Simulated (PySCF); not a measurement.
SMILES C#Cc1cccc(C#N)c1, singlet at its GFN2-xTB optimised geometry (Å):

```
15

C     -2.7120    -2.3547    -0.0002
C     -2.1115    -1.3155    -0.0021
C     -1.4036    -0.0888     0.0000
C     -2.0972     1.1231     0.0002
C     -1.4052     2.3210     0.0005
C     -0.0222     2.3321     0.0004
C      0.6746     1.1223     0.0000
C      2.0897     1.1246    -0.0015
N      3.2358     1.1308    -0.0029
C     -0.0117    -0.0888     0.0000
H     -3.2358    -3.2636    -0.0029
H     -3.1770     1.1134    -0.0001
H     -1.9484     3.2543     0.0006
H      0.5238     3.2636     0.0004
H      0.5320    -1.0223    -0.0004
```

Method: PySCF with CAM-B3LYP/def2-TZVP.

Map of the electrostatic potential (hartree/e), clipped to [-0.08, 0.12] on the plane z = 0.6 Å:

```
|4444444444444444444443333333333|
|4444444444444444444444333333333|
|4444444455555555554444333333333|
|4444444555555555555444333333333|
|4444445567765556776544333322222|
|4444445679976667997544333222222|
|4444455689998889998644332222222|
|4444455679999999998654322211222|
|4444555679999999998654322111112|
|4445555689999999999886433110111|
|4445567899999999999999988410011|
|4445689999999999999999999920001|
|4445699999999999999999999930001|
|4445689999999999999999999920001|
|4444566899999999999999877310011|
|4444445689999999999876432110111|
|4433344699999999998654322111112|
|3333334799999999998654322211222|
|3333333899999889998644332222222|
|3333334999998667997544332222222|
|3333359999995455665544333322222|
|4334479999843344555444333333333|
|4444589999732334444443333333333|
|4445699999533333444433333333333|
|4445799996433333333333333333333|
|4455799975433333333333333333333|
|4455677754433333333333333333333|
|4445566554433333333333333333333|
|4444555544443333333333333333333|
|4444444444443333333333333333333|
|4444444444443333333333333333333|
```
Scale: ten equal steps from -0.071 (start of '0') to 0.120 (end of '9'), in the order '0123456789'; x runs from -5.50 to 5.50, y from -5.50 (bottom) to 5.50 (top).
